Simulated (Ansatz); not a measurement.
Program: Ansatz. Geometries: PBE0-D4/def2-TZVP. ΔE: electronic, gas phase. CCSD(T)/CBS adds triple-zeta CCSD(T) − MP2 to the extrapolated MP2 energy (def2 sets, frozen cores). This one scheme is used for every species. Each species was taken in one conformer, which may not be the lowest.

Consider the ligand exchange at the Si–N bond: `N#CN[SiH2]O` + `O[Si](O)(O)O` → `O[SiH2]O[Si](O)(O)O` + `N#CN`.

```tsv
level	ΔE (kcal/mol)
MP2/def2-TZVPP	-14.1
SCS-MP2/def2-QZVPP	-14.5
```

Question: What does CCSD(T)/CBS give? (Estimate.)

Answer: Ansatz gave: -14.6 kcal/mol. The listed levels differ from it by 0.5, 0.1 kcal/mol.

Largest T1 diagnostic among the species: 0.014.

The D4 term adds −1.2 kcal/mol with B3LYP and −0.7 kcal/mol with PBE0; it sums over pairs of atoms, weighted by their polarisabilities, and B3LYP, whose exchange is more repulsive, gets the larger term. In def2-TZVPP, CCSD(T) changes the Hartree–Fock value by +1.4 kcal/mol (the triples alone add +0.2 kcal/mol) and MP2 by +1.9 kcal/mol.

B3LYP here is the variant with VWN-RPA as its local correlation; programs differ in this.
